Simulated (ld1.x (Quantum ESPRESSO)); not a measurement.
## Plane-wave convergence, RRKJ potential for Si (Z = 14)

- Element: silicon
- Generator: ld1.x (Quantum ESPRESSO) 7.5
- Type: norm-conserving RRKJ (Kleinman–Bylander form)
- Functional: LDA (PZ)
- Relativity: scalar-relativistic
- Frozen core: [Ne]
- Valence charge: 4
- Reference configuration: 3s2 3p2
- Partial waves: 3p (bound): rc 1.95 bohr; 3s (bound): rc 1.30 bohr
- Local potential: the s channel
- Core correction: a·sin(br)/r model core, default radius (core density twice the valence density)

The pseudo-atom Hamiltonian at the reference potential is diagonalised in spherical Bessel functions j_l(qr) that vanish at 20 bohr, with q² up to the cutoff. All-electron valence levels (Ry): 3p -0.3064, 3s -0.8000.

Question: How do the lowest levels (Ry) of each channel move with the cutoff, and are there ghosts?

Answer:

| cutoff (Ry) | p #1 | s #1 | d #1 | d #2 | f #1 | f #2 | Σ f·Δε (mRy) |
| --- | --- | --- | --- | --- | --- | --- | --- |
| 8 | -0.3014 | -0.7456 | 0.0574 | 0.1349 | 0.1106 | 0.2361 | 118.7 |
| 18 | -0.3042 | -0.7619 | 0.0574 | 0.1348 | 0.1106 | 0.2361 | 80.7 |
| 30 | -0.3062 | -0.7823 | 0.0573 | 0.1346 | 0.1106 | 0.2361 | 35.7 |
| 50 | -0.3064 | -0.7975 | 0.0573 | 0.1346 | 0.1106 | 0.2361 | 5.1 |
| 70 | -0.3064 | -0.7984 | 0.0573 | 0.1346 | 0.1106 | 0.2361 | 3.2 |
| 110 | -0.3064 | -0.7997 | 0.0573 | 0.1346 | 0.1106 | 0.2361 | 0.6 |
| 400 | -0.3064 | -0.8000 | 0.0573 | 0.1346 | 0.1106 | 0.2361 | 0.0 |

Result: no extra level below or beside the all-electron valence levels (p, s, d, f tested); 10 mRy is reached at 40 Ry and 1 mRy at 90 Ry.
